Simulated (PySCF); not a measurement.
As2, charge -1, doublet, geometry from GFN2-xTB (a state made from the parent by changing its charge; the spin is typed, not shown lowest) (in this run its highest filled SCF level lies above zero, so its values depend strongly on the basis, on diffuse functions most of all). Base run: M062X/6-31G in PySCF.

Input for PySCF:
```python
from pyscf import gto, scf, dft, solvent

mol = gto.Mole()
mol.atom = '''
    As   -0.000000   -0.000000   -1.077880
    As    0.000000    0.000000    1.077880
'''
mol.basis = '6-31g'
mol.charge = -1
mol.spin = 1
mol.verbose = 4
mol.build()

mf = dft.UKS(mol)
mf.xc = 'm062x'
mf.kernel()
mf.analyze()
```

Each row names what was changed in the base input (with any setting that the change needs).

```
change                                                     ΔE vs base (kJ/mol)
---------------------------------------------------------  -------------------
base                                                                      0.00
model = IEF-PCM; solvent = chloroform; lebedev_order = 41               -180.9
model = ddCOSMO; solvent = chloroform                                   -177.8
model = IEF-PCM; solvent = chloroform; vdw_scale = 1.0                  -163.6
model = COSMO; solvent = chloroform                                     -163.7
model = IEF-PCM; solvent = chloroform; r_probe = 0.5                    -168.2
model = IEF-PCM; solvent = chloroform; vdw_scale = 1.1                  -177.0
model = C-PCM; solvent = chloroform                                     -181.1
model = IEF-PCM; solvent = chloroform; vdw_scale = 1.4                  -173.0
model = IEF-PCM; solvent = tetrahydrofuran                              -198.7
model = IEF-PCM; solvent = chloroform                                   -180.7
model = IEF-PCM; solvent = n-hexane                                     -107.2
```

The base is the gas phase, so ΔE is the electrostatic part of solvation at a fixed geometry, without cavity and dispersion terms.

Open shells are given as the SCF converged; they aren't shown to be the lowest states, and a large step between rows can be another state.

The gas-phase anion may not be bound at this level, which the solvent then changes.
